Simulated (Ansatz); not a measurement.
HO2 (SMILES [O]O), charge 0, multiplicity 2, relaxed at each level with Ansatz (a first-principles code); harmonic frequencies from differences of analytic forces, average atomic masses, frozen cores. Open shells are unrestricted.

```csv
level,harmonic frequencies (cm⁻¹),ZPE (eV),cost over HF/def2-TZVPP (rough)
HF/def2-TZVPP,1260 1605 4064,0.430,×1
r2SCAN/def2-TZVPP,1151 1441 3575,0.382,×2
B3LYP/def2-TZVPP,1164 1434 3604,0.384,×1
PBE0/def2-TZVPP,1226 1463 3658,0.393,×2
CCSD(T)/cc-pVDZ,1101 1427 3646,0.383,×2
CCSD(T)/cc-pVTZ,1134 1436 3675,0.387,×30
```

Measured: fundamentals as far as tabulated 3436, 1392, 1098 cm⁻¹ [NIST CCCBDB]. Measured modes stand in the spectroscopists' order.
